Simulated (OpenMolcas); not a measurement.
Gd3+: moving the ligands

Gd3+ with its 6 nearest chloride ions at 2.67 Å, on the Y site of Cs2NaYCl6 (a = 10.7396 Å, distance in the model lattice 2.619 Å). The rest of the host is ab initio model potentials to 7.6 Å, with orthogonalisation functions on the cations behind the ligands, and point charges beyond; the distance is set by hand and nothing relaxes. Ligand basis ANO-RCC-VDZP.
```
Gd    0.0000    0.0000    0.0000
Cl    2.6700    0.0000    0.0000
Cl    0.0000    2.6700    0.0000
Cl   -2.6700    0.0000    0.0000
Cl    0.0000   -2.6700    0.0000
Cl    0.0000    0.0000    2.6700
Cl    0.0000    0.0000   -2.6700
```

```
Program             : OpenMolcas 26.06
Method              : CASSCF
Basis               : ANO-RCC-VDZP [7s6p4d2f1g]
Scalar Hamiltonian  : DKH2, point nucleus
Active space        : 7 electrons in 7 orbitals (4f)
State averaging     : 2S+1 = 8 odd, 1 root; 2S+1 = 6 odd, 16 roots kept (CI in the orbitals of an earlier block)
Spin-orbit coupling : state interaction with AMFI integrals over the reference wave functions
```

Runs around this geometry, states (labels of O, the rotations of Oh). Energies in cm-1 above the lowest state or level, χT in cm3 K/mol.

```
R (Å)  Ground state  χT at 300 K
2.619           8A1        7.851
 2.67           8A1        7.851
2.698           8A1        7.851
```

No quartet enters the spin-orbit mixing, so the splitting and order within the octet and the sextets are unsound, and g values and χT are rough. No measured value stands beside these numbers; the geometry was set by hand and not optimised.
